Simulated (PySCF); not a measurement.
## How the method changes the constants of HgC

State: ³Σ⁻ (triplet), unpaired electrons π ↑↑. Set-up: basis Hg cc-pVDZ-PP with ECP60, C cc-pVDZ; scalar-relativistic core potentials; PySCF 2.14. De refers to Hg + C in their high-spin ground configurations, without counterpoise correction. The functionals are run spin-unrestricted. A positive dipole means Hg(−)C(+). Levels whose curve was spin-contaminated or gave no clean fit are not listed.

| Level | Re (Å) | ωe (cm⁻¹) | De (eV) | μ (D) |
| --- | --- | --- | --- | --- |
| ROHF-MP2 | 2.126 | 334 | 0.367 | n/a |
| ROHF-SCS-MP2 | 2.208 | 249 | 0.195 | n/a |
| PBE | 2.114 | 418 | 1.00 | -2.27 |
| TPSS | 2.141 | 395 | 0.89 | -2.36 |
| r²SCAN | 2.127 | 403 | 0.90 | -2.27 |
| PBE0 | 2.154 | 372 | 0.72 | -2.38 |
| MN15 | 2.179 | 315 | 0.59 | -1.85 |
| B2PLYP | 2.196 | 321 | 0.454 | -2.10 |

Correlated steps freeze 1 core orbital. Correlated levels converge slowly with the basis: in double zeta they bind strong bonds too weakly, by up to about 1 eV, and carry superposition errors of some tenths. Spin–orbit coupling is left out, which matters for elements this heavy, above all for dissociation energies. B2PLYP dipoles, levels and charges come from its SCF part alone. The state was picked by a PBE0 search and need not be the measured ground state.
